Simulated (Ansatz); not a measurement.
Start from `[CH3][InH][SH]` and change one atom or group to get `[SH][InH2]`.

Ansatz, PBE0-D4/def2-TZVP geometries, multiplicity 1. Each molecule was computed in one conformer, which needn't be the lowest.

Elements past krypton have def2 core potentials.

| property | `[CH3][InH][SH]` |
| --- | --- |
| LUMO energy (PBE/def2-TZVPP) / eV | -2.02 |
| size of the dipole moment (B3LYP/def2-TZVPP) / D | 2.34 |
| HOMO energy (ωB97M-V/def2-TZVPP) / eV | -9.41 |
| HOMO–LUMO gap (PBE0/def2-TZVPP) / eV | 5.91 |
| size of the dipole moment (PBE/def2-TZVPP) / D | 2.28 |
| HOMO–LUMO gap (PBE/def2-TZVPP) / eV | 4.05 |

Q: What does the change do to each property? (An estimate is asked.)

A: Ansatz gave: 
| property | `[SH][InH2]` | shift |
| --- | --- | --- |
| LUMO energy (PBE/def2-TZVPP) / eV | -2.39 | -0.37 |
| size of the dipole moment (B3LYP/def2-TZVPP) / D | 1.53 | -0.81 |
| HOMO energy (ωB97M-V/def2-TZVPP) / eV | -9.59 | -0.18 |
| HOMO–LUMO gap (PBE0/def2-TZVPP) / eV | 5.73 | -0.18 |
| size of the dipole moment (PBE/def2-TZVPP) / D | 1.43 | -0.85 |
| HOMO–LUMO gap (PBE/def2-TZVPP) / eV | 3.89 | -0.16 |

With PBE0 the HOMO falls by 0.19 eV and the LUMO falls by 0.37 eV, so the gap narrows by about 0.18 eV. PBE moves the HOMO by -0.20 eV and ωB97M-V by -0.18 eV. Dipoles are sizes alone; their direction can turn.

B3LYP here is the variant with VWN-RPA as its local correlation; programs differ in this.
